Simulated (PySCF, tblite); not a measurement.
Isomers of C7H8F2O, one GFN2-xTB conformer each. Single-point energies are computed at PBE0/pcSseg-1 (PySCF, gas phase, no added dispersion term), electronic only.

Question: Rank them by PBE0/pcSseg-1 energy, lowest first (kJ/mol).
A. `[F:1][CH:2]([F:3])[O:4][CH2:5][C:6]1=[CH:7][CH:8]=[CH:9][CH2:10]1` with F1–C2–O4–C5 -59°, C2–O4–C5–C6 180°, O4–C5–C6–C7 0°
B. `[F:1][CH2:2]/[C:3]([F:4])=[C:5]1/[CH2:6][CH:7]=[CH:8][CH2:9][O:10]1` with F1–C2–C3–F4 94°, C3–C5–C6–C7 -142°, C5–C6–C7–C8 -38°, C7–C8–C9–O10 41°, C8–C9–O10–C5 -42°

Answer: A (0.0), B (91.6).

As drawn, the lower has two fluorines on one carbon, which the higher lacks. GFN2-xTB itself gives, in the same order: 0.0, 37.0. Both levels put the same isomer lowest.

Which frontier levels, dipoles and rotational constants go with these structures?

| SMILES | HOMO (eV, PBE0/pcSseg-1) | LUMO (eV) | dipole (D) | A, B, C (MHz) |
| --- | --- | --- | --- | --- |
| FC(F)OCC1=CC=CC1 | -6.37 | -0.68 | 1.29 | 4053, 579.1, 559.4 |
| FC/C(F)=C1/CC=CCO1 | -6.31 | -0.26 | 3.80 | 2336, 902.2, 727.7 |

What happens when harmonic zero-point energies from GFN2-xTB frequencies are added?

| SMILES | ZPE (kJ/mol) | electronic (kJ/mol) | with ZPE (kJ/mol) |
| --- | --- | --- | --- |
| FC(F)OCC1=CC=CC1 | 352.1 | 0.0 | 0.0 |
| FC/C(F)=C1/CC=CCO1 | 353.4 | 91.6 | 92.9 |

The zero-point energies span 1.3 kJ/mol. The order is unchanged.
